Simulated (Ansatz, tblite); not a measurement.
Cost and result up the ladder for Na5⁻ (the lowest singlet isomer of a short search) (5 atoms). Total charge -1; singlet. Geometry: PBE0/def2-SVPD.

```
atom   x (Å)   y (Å)   z (Å)
 Na1   2.075  -1.427   0.789
 Na2   2.815   0.841  -2.174
 Na3  -1.048  -1.335   2.005
 Na4  -3.506   1.018   0.295
 Na5  -0.336   0.902  -0.915
```

Ansatz on 4 threads of Arm Neoverse V1 on a shared host; xTB runs through tblite on one thread. Times are rough, summed over both states, and most runs start from the orbitals of an earlier one. RPA@PBE/def2-TZVPD serves as the yardstick here, not as an exact answer. The other state is a triplet at its own geometry, which has other bonds, so the gap mixes isomer and spin.

The xTB rows come from tblite. Correlated methods freeze 5 core orbitals; core or outer-core shells of Na are correlated, in sets that lack core-valence functions. The structure comes from a short search, and lower isomers may exist.

Run but left out: HF/STO-3G (singlet: restricted singlet, unstable in another Hartree–Fock run and untested here); HF/def2-TZVPD, r2SCAN/def2-TZVPD (singlet: restricted singlet, unstable towards broken spin symmetry); B2PLYP/def2-TZVPD, MP2/def2-TZVPD (triplet: ⟨S²⟩ 2.18 to 2.72, where a pure state has 2.00).

Correlated methods converge slowly with the basis.

xTB has no spin-polarisation term.

```tsv
level	functions	wall time	triplet − singlet (eV)	difference from RPA@PBE/def2-TZVPD (eV)	remarks
GFN2-xTB	20	0.006 s	0.91	0.56	–
LDA (SPW92)/def2-TZVPD	175	3.7 s	0.37	0.01	HOMO above zero (singlet), HOMO above zero (triplet)
PBE/def2-TZVPD (with forces)	175	7.1 s	0.28	-0.08	HOMO above zero (singlet), HOMO above zero (triplet)
PBE0/def2-TZVPD	175	11 s	0.24	-0.12	–
RPA@PBE/def2-TZVPD	175	13 s	0.36	0.00	–
CAM-B3LYP/def2-TZVPD	175	15 s	0.32	-0.04	spin-contaminated (⟨S²⟩ 2.13) (triplet)
B97M-V/def2-TZVPD	175	29 s	0.32	-0.04	HOMO above zero (singlet), HOMO above zero (triplet)
```
